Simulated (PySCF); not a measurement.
**Excitation energy of Rh²⁺ by level of theory**

Rh²⁺ [Kr] 4d7 (4F) → Rh²⁺ [Kr] 4d6 5s1 (6D), as a difference of total energies. Calculation: PySCF 2.14, in aug-cc-pwCVDZ-PP with ECP28MDF; a scalar-relativistic core potential. Correlated levels: valence: 4s2 4p6 frozen. The calculations carry no spin-orbit coupling.

```
           method  excitation energy (eV)
              UHF                   4.770
    MP2 (valence)                   5.259
SCS-MP2 (valence)                   5.753
   CCSD (valence)                   5.217
CCSD(T) (valence)                   5.232
```

Question: How much does correlation contribute at CCSD(T) (valence)?

Answer: 5.232 − (4.770) = 0.462 eV, measured against UHF.
